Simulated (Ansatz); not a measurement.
Basis-set extrapolation for C₃H₄Si (PBE0-D4/def2-TZVP geometry, frozen core, Ansatz 0.2.0). Multiplicity 1, RHF reference.

```tsv
	def2-TZVPP	def2-QZVPP
HF	-404.759490	-404.773845
MP2 correlation	-0.596028	-0.634559
CCSD(T) correlation	-0.653414	not run
```

Energies in hartree. Use E(X) = E(∞) + A·exp(−7.88·√X) for Hartree–Fock and E(X) = E(∞) + B·X^(−2.97) for correlation, with X = 3 and 4, and add CCSD(T) minus MP2 of the smaller set to the MP2 limit.

Problem. What is the CCSD(T) energy at the basis-set limit?

Solution. HF limit: -404.773845 + (-0.014355) × 0.13774 = -404.77582. MP2 limit: -0.634559 + (-0.038531) × 0.74074 = -0.66310. Higher-order term: -0.653414 − (-0.596028) = -0.05739. Total: -405.49631 hartree, 2.27 eV below CCSD(T)/def2-TZVPP.
